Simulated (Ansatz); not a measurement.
Calculated with Ansatz (gas phase, PBE0-D4/def2-TZVP geometries, no zero-point term in ΔE). CCSD(T)/CBS is the MP2 limit (def2-TZVPP, def2-QZVPP) plus CCSD(T) − MP2 in def2-TZVPP, frozen cores. This one scheme is used for every species. Functionals use def2-TZVPP. B3LYP here is the variant with VWN-RPA as its local correlation; programs differ in this. One conformer a species, not always the lowest.

Reaction (formal exchange of groups at the Si–Cl bond): `[SiH3]SC[SiH2]Cl` + BH₃ → `B[SiH2]CS[SiH3]` + HCl

Is it downhill or uphill in electronic energy at CCSD(T)/CBS, and by how much? (Best estimate.)

Computed: Uphill: ΔE = +1.22 eV.

What do these levels give: B3LYP-D4, ωB97X-V, CCSD/def2-TZVPP, HF/def2-QZVPP, HF/CBS(def2), CCSD/CBS(def2)? (Best estimate.)

Computed: B3LYP-D4 1.23, ωB97X-V 1.22, CCSD/def2-TZVPP 1.18, HF/def2-QZVPP 1.36, HF/CBS(def2) 1.36, CCSD/CBS(def2) 1.23 eV.

Largest T1 diagnostic among the species: 0.012.

The D4 term adds +0.05 eV with B3LYP and +0.03 eV with PBE0; it sums over pairs of atoms, weighted by their polarisabilities, and B3LYP, whose exchange is more repulsive, gets the larger term. From PBE to PBE0 (25 % exact exchange), in def2-TZVPP and without D4, ΔE moves by +0.07 eV.
